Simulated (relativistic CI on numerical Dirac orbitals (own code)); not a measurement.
**Ti³⁺ in a cubic cluster: L2,3 absorption with charge transfer**

Computed with a charge-transfer multiplet model of a cubic metal-ligand cluster with up to one ligand hole, Slater and spin-orbit integrals from Dirac-Coulomb-Breit ions, Slater integrals scaled by 0.7. The ground state mixes d1 with configurations of k ligand holes L, whose averages lie at kΔ + k(k − 1)U_dd/2; a core hole lowers each added d electron by U_cd. 300 K, Lorentzian 0.4 eV and Gaussian 0.3 eV FWHM.

Atomic integrals in eV (Slater integrals scaled, ζ unscaled), ground: F2dd 5.756, F4dd 3.579, zeta_d 0.017; with the core hole: F2dd 7.186, F4dd 4.510, zeta_d 0.027, zeta_core 3.743, F2cd 3.935, G1cd 2.866, G3cd 1.625. Where a configuration has fewer than two d electrons, the dd integrals are those of d2.

Cluster parameters (eV): Δ = 5.3, U_dd = 4.4, U_cd = 5.2, 10Dq(ligand) = 1, V(eg) = 1.7, V(t2g) = -0.72, final-state hopping factor = 0.8.

```
          Case   n_d    d1   d2L     S
10Dq = 0.25 eV  1.23  0.77  0.23  0.50
10Dq = 0.55 eV  1.22  0.78  0.22  0.50
10Dq = 0.85 eV  1.22  0.78  0.22  0.50
10Dq = 1.15 eV  1.21  0.79  0.21  0.50
10Dq = 1.75 eV  1.21  0.79  0.21  0.50
```

Weights, n_d and S are thermal averages at 300 K. Photon energies count from the first peak over 30 % of the highest in each spectrum, which can be another peak from case to case. The parameters are a model scan and need not match a compound or its usual spin state. Peaks in eV (height, largest 100):
- 10Dq = 0.25 eV: 0.0 (100), 1.9 (16), 3.5 (36), 5.2 (97), 7.6 (7)
- 10Dq = 0.55 eV: -2.7 (12), -1.5 (30), 0.0 (100), 2.8 (32), 3.6 (34), 5.2 (93), 7.8 (5)
- 10Dq = 0.85 eV: -1.4 (13), 0.0 (32), 1.5 (100), 4.1 (33), 6.8 (85)
- 10Dq = 1.15 eV: -1.6 (16), 0.0 (35), 1.6 (100), 4.0 (38), 6.0 (63), 6.9 (82)
- 10Dq = 1.75 eV: -2.0 (21), 0.0 (38), 1.5 (100), 3.2 (46), 3.6 (45), 5.6 (66), 6.7 (81)

For the case 10Dq = 1.15 eV, Δ = 5.3 eV is larger than U_dd = 4.4 eV, the Mott-Hubbard side of the Zaanen-Sawatzky-Allen scheme. With the core hole the configuration with one ligand hole lies at Δ + U_dd − U_cd = 4.5 eV above the one without, against Δ in the ground state. The added d electron screens the hole, so the order of the configurations is kept and charge-transfer satellites are weaker than in photoemission.

With at most 1 ligand hole the space is cut while the next configuration still counts, so covalency is underestimated, and a final configuration with one more ligand hole, which can lie low, is missing from the spectra.
